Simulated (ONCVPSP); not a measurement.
phosphorus (P): excitation energies, all-electron against ONCV

```json
{
 "Element": "P (Z = 15)",
 "Generator": "ONCVPSP 4.0.1",
 "Type": "optimised norm-conserving Vanderbilt (ONCV)",
 "Functional": "PBE",
 "Relativity": "scalar-relativistic",
 "Frozen core": "[Ne]",
 "Valence charge": "5",
 "Reference configuration": "3s2 3p1.5 (charge +1.5)",
 "Partial waves": "3s: rc 1.50 bohr, ncon 4, nbas 7, qcut 4 1/bohr, 2 projectors, debl 3.2 Ha; 3p: rc 1.55 bohr, ncon 3, nbas 6, qcut 5.7 1/bohr, 2 projectors, debl 3.5 Ha",
 "Local potential": "polynomial inside 1.25 bohr (lpopt 5, dvloc0 0 Ha)",
 "Core correction": "Teter function, fcfact 5, rcfact 1.25"
}
```

Energies are relative to the spin-unpolarised reference configuration 3s2 3p1.5; without spin polarisation the order of configurations can differ from experiment.

```json
{"valence configuration": "3s2 3p3", "charge": "0", "ΔE all-electron (eV)": "-18.045", "error AE − PS (meV)": "+5.8"}
{"valence configuration": "3s2 3p2", "charge": "+1", "ΔE all-electron (eV)": "-8.315", "error AE − PS (meV)": "+1.5"}
{"valence configuration": "3s2 3p1", "charge": "+2", "ΔE all-electron (eV)": "10.832", "error AE − PS (meV)": "+1.1"}
{"valence configuration": "3s2 3p0", "charge": "+3", "ΔE all-electron (eV)": "40.571", "error AE − PS (meV)": "+25"}
```

Levels in the configuration 3s2 3p3:

```
level  all-electron (eV)  pseudo (eV)
   3s            -13.969      -13.973
   3p             -5.507       -5.510
```
